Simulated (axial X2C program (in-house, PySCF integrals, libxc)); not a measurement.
# Worked dissociation energy of GaP⁺: PBEsol, without spin–orbit coupling

Calculated with an axial X2C code built on PySCF integrals. Spin-free means the one-electron spin-free X2C Hamiltonian. Basis: Ga dyall-cv3z [9s9p7d4f1g], P dyall-v3z [8s7p2d1f] (cores contracted in-house); Gaussian nuclei, density fitting, unrestricted open shells. Masses: Ga 68.926 u, P 30.974 u.

Molecular state: M_S = 3/2, Λ = 0 (beyond evenly filled blocks: σα, π+α, π-α).

* E(Ga+) (2M_S = 0, M_L = 0): -1941.905698 hartree
* E(P) (2M_S = 3, M_L = 0): -341.348910 hartree
* E(GaP⁺) at Re: -2283.284158 hartree
* ωe: 179.3 cm⁻¹
* ωexe: 1.68 cm⁻¹

Problem. Work out De and D0.

Solution. De = -1941.905698 + (-341.348910) − (-2283.284158) = 0.02955 hartree = 0.804 eV. The zero-point energy is ωe/2 − ωexe/4 = 89 cm⁻¹ = 0.011 eV, so D0 = 0.793 eV.

Occupations by symmetry block were frozen at the best pattern of an incomplete PBE0 search. Dissociation energies refer to the lowest single-determinant-based atoms at the same level and basis. Other states lie close and PBE0, whose exact exchange favours high spin, may order them wrongly; the determinant shown need not be the ground state. The nearest other spin-free determinant of the search, M_S = 1/2, Λ = 0, lies 0.50 eV up at the distance of the search.

The levels of this run spread widely (ωe from 109 to 179 cm⁻¹), so these constants depend on the method.

Each atomic determinant is the lowest at this level and need not be a pure term. Totals compare only within one Hamiltonian and basis.
